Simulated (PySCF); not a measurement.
**`O=CC([SeH])(C=O)CS`, C$_{4}$H$_{6}$O$_{2}$SSe**

Molfile (atoms numbered from 1):
```
C4H6O2SSe
     RDKit          3D

 14 13  0  0  0  0  0  0  0  0999 V2000
    0.4529   -0.5586   -2.1271 O   0  0  0  0  0  0  0  0  0  0  0  0
   -0.4187   -0.4082   -1.3193 C   0  0  0  0  0  0  0  0  0  0  0  0
   -0.2086    0.2294    0.0388 C   0  0  0  0  0  0  0  0  0  0  0  0
   -1.1967    1.9530   -0.3717 Se  0  0  0  0  0  2  0  0  0  0  0  0
   -0.9563   -0.5186    1.0950 C   0  0  0  0  0  0  0  0  0  0  0  0
   -2.1456   -0.4518    1.2422 O   0  0  0  0  0  0  0  0  0  0  0  0
    1.2492    0.5002    0.3495 C   0  0  0  0  0  0  0  0  0  0  0  0
    2.1875   -1.0512    0.5794 S   0  0  0  0  0  0  0  0  0  0  0  0
   -1.4719   -0.6737   -1.5120 H   0  0  0  0  0  0  0  0  0  0  0  0
   -2.4270    1.4335    0.1879 H   0  0  0  0  0  0  0  0  0  0  0  0
   -0.3195   -1.1767    1.7071 H   0  0  0  0  0  0  0  0  0  0  0  0
    1.7103    1.0573   -0.4679 H   0  0  0  0  0  0  0  0  0  0  0  0
    1.3514    1.0579    1.2805 H   0  0  0  0  0  0  0  0  0  0  0  0
    2.1923   -1.3929   -0.7046 H   0  0  0  0  0  0  0  0  0  0  0  0
  1  2  2  0
  2  3  1  0
  3  4  1  0
  3  5  1  0
  5  6  2  0
  3  7  1  0
  7  8  1  0
  2  9  1  0
  4 10  1  0
  5 11  1  0
  7 12  1  0
  7 13  1  0
  8 14  1  0
M  END
```

Computed, not measured: PySCF, GIAO PBE/pcSseg-1 magnetisability, rotational g tensor and spin-rotation constants, non-relativistic, gas phase. Geometry: GFN2-xTB.

The calculation is non-relativistic, which matters for the atoms heavier than Zn.

**Question.** Give the nuclear spin-rotation constants along the inertial axes (H = +C I·J) beside the isotropic shieldings.

**Answer.** Rotational constants 1.7346, 0.7540, 0.6845 GHz. A star marks the isotopologue with that one atom substituted, in its own axes.
| atom | isotope | Caa (kHz) | Cbb (kHz) | Ccc (kHz) | mean (kHz) | σ (ppm) |
| --- | --- | --- | --- | --- | --- | --- |
| H9 | 1H | -0.057 | -0.045 | 0.014 | -0.029 | 22.8 |
| H10 | 1H | -0.120 | -0.005 | -0.061 | -0.062 | 26.6 |
| H11 | 1H | 0.121 | -0.029 | -0.051 | 0.014 | 21.0 |
| H12 | 1H | -0.201 | 0.030 | -0.061 | -0.077 | 27.8 |
| H13 | 1H | -0.203 | -0.057 | 0.007 | -0.084 | 28.7 |
| H14 | 1H | -0.194 | -0.033 | -0.025 | -0.084 | 28.4 |
| O1 | 17O* | -0.672 | -0.442 | -0.358 | -0.491 | -213.2 |
| C2 | 13C* | 0.571 | 0.251 | 0.348 | 0.390 | 4.5 |
| C3 | 13C* | 0.434 | 0.187 | 0.167 | 0.263 | 99.0 |
| Se4 | 77Se* | 1.551 | 1.877 | 1.325 | 1.584 | 1493.1 |
| C7 | 13C* | 0.240 | 0.143 | 0.119 | 0.167 | 151.5 |
| S8 | 33S* | 0.318 | 0.207 | 0.145 | 0.223 | 569.4 |

For the geometry as given, no vibrational averaging.

**Question.** How do the rotational constants and the g tensor change when H9, H10, H11, H12, H13, H14 are replaced by deuterium?

**Answer.** Constants 1.6334, 0.7237, 0.6611 GHz; g -0.0267, -0.0139, -0.0111, against -0.0281, -0.0145, -0.0115 before.
